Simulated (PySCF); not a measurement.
Molfile (atoms numbered from 1):
```
C8H8P2
     RDKit          3D

 18 18  0  0  0  0  0  0  0  0999 V2000
    4.4178   -1.7560    0.2395 C   0  0  0  0  0  0  0  0  0  0  0  0
    3.3488   -1.2039    0.2257 C   0  0  0  0  0  0  0  0  0  0  0  0
    2.0971   -0.5531    0.2077 C   0  0  0  0  0  0  0  0  0  0  0  0
    2.1004    1.1010    0.7762 P   0  0  0  0  0  0  0  0  0  0  0  0
    0.4398    1.5547    0.6154 C   0  0  0  0  0  0  0  0  0  0  0  0
   -0.6598    0.8414    0.1610 C   0  0  0  0  0  0  0  0  0  0  0  0
   -1.9846    1.5529    0.1579 C   0  0  0  0  0  0  0  0  0  0  0  0
   -0.6207   -0.4783   -0.2875 C   0  0  0  0  0  0  0  0  0  0  0  0
   -1.8906   -1.1361   -0.7546 C   0  0  0  0  0  0  0  0  0  0  0  0
    0.7724   -1.5272   -0.3831 P   0  0  0  0  0  0  0  0  0  0  0  0
    5.3486   -2.2390    0.2544 H   0  0  0  0  0  0  0  0  0  0  0  0
    0.2523    2.5758    0.9330 H   0  0  0  0  0  0  0  0  0  0  0  0
   -2.7027    1.0263    0.7858 H   0  0  0  0  0  0  0  0  0  0  0  0
   -2.3950    1.5961   -0.8505 H   0  0  0  0  0  0  0  0  0  0  0  0
   -1.8818    2.5689    0.5310 H   0  0  0  0  0  0  0  0  0  0  0  0
   -1.6925   -2.1597   -1.0703 H   0  0  0  0  0  0  0  0  0  0  0  0
   -2.3248   -0.5958   -1.5961 H   0  0  0  0  0  0  0  0  0  0  0  0
   -2.6336   -1.1616    0.0428 H   0  0  0  0  0  0  0  0  0  0  0  0
  1  2  3  0
  2  3  1  0
  3  4  2  0
  4  5  1  0
  5  6  2  0
  6  7  1  0
  6  8  1  0
  8  9  1  0
  8 10  2  0
 10  3  1  0
  1 11  1  0
  5 12  1  0
  7 13  1  0
  7 14  1  0
  7 15  1  0
  9 16  1  0
  9 17  1  0
  9 18  1  0
M  END
```

[PySCF 2.14.0 with density-fitted response routines: coordinates at the GFN2-xTB level; shieldings: GIAO PBE0/pcSseg-1; single conformer; averaged over atoms made equivalent by symmetry, fast rotation or ring inversion; non-relativistic; gas phase]

References, each an isolated molecule treated in the same way: 13C and 1H against TMS; 31P against H3PO4.

| atoms | nucleus | count | δ (ppm) |
| --- | --- | --- | --- |
| H12 | 1H | 1 | 9.18 |
| C6 | 13C | 1 | 145.1 |
| C5 | 13C | 1 | ? |
| H11 | 1H | 1 | 4.57 |
| C2 | 13C | 1 | ? |
| C9 | 13C | 1 | 28.0 |
| C3 | 13C | 1 | 192.0 |
| H13/H14/H15 | 1H | 3 | 2.64 |
| P10 | 31P | 1 | 298.7 |
| P4 | 31P | 1 | ? |
| C7 | 13C | 1 | 28.8 |
| C1 | 13C | 1 | 109.0 |
| C8 | 13C | 1 | ? |
| H16/H17/H18 | 1H | 3 | 2.84 |

Estimate the values marked ?.

## Answers


- C8: 177.5 ppm, substituted aromatic carbon
- C5: 166.5 ppm, aromatic CH
- C2: 90.3 ppm, alkyne carbon; the triple bond shields along its axis, which puts it between sp3 and sp2 carbons
- P4: 288.5 ppm, phosphorus bonded to 2 C, in a 6-membered ring

Shifts are as computed. Against solution values, carbons near 30 ppm lie about +3 ppm off and those near 130 ppm about +5 ppm. Of 1211 compounds with measured shifts, 218 miss one by over three times the rms of a fit or turn the order of signals round; such compounds aren't used in these exercises. Experimental scales use liquid or dissolved standards, which lie at an offset from isolated H3PO4.
